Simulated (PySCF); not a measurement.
SiH3Cl, SMILES [SiH3]Cl. Atoms are numbered in the order given.

```xyz
5

Si     0.0000     0.0000    -0.9919
Cl     0.0000     0.0000     1.0744
H      1.2122     0.6999    -1.4596
H     -1.2122     0.6999    -1.4596
H      0.0000    -1.3997    -1.4596
```
Charge 0, spin multiplicity 1.

The structure is a stationary point at B3LYP-D3(BJ)/def2-TZVP. The isomer is the one that the SMILES or the coordinates give; other isomers of the formula were not compared.

Two levels are set side by side: PBE/pcJ-1 (PySCF) and PBE0/pcJ-1 (PySCF). One-bond couplings, all four terms, same geometry. Isotopes: 1H, 29Si, 35Cl. Differences are taken from unrounded values.

| quantity | PBE |
|---|---|
| ¹J(Si1,H3) (Hz) | -222.4 |
| ¹J(Si1,H4) (Hz) | -222.4 |
| ¹J(Si1,H5) (Hz) | -222.5 |

These are the PBE values. What does PBE0 give? (Estimate from the structure and the level; the computed values follow.)


```tsv
quantity	PBE0	PBE minus PBE0
¹J(Si1,H3) (Hz)	-231.3	8.8
¹J(Si1,H4) (Hz)	-231.3	8.8
¹J(Si1,H5) (Hz)	-231.2	8.8
```

Rough cost on one machine, each run with all the roots and properties that it gave: PBE0 against PBE within a factor of 2.
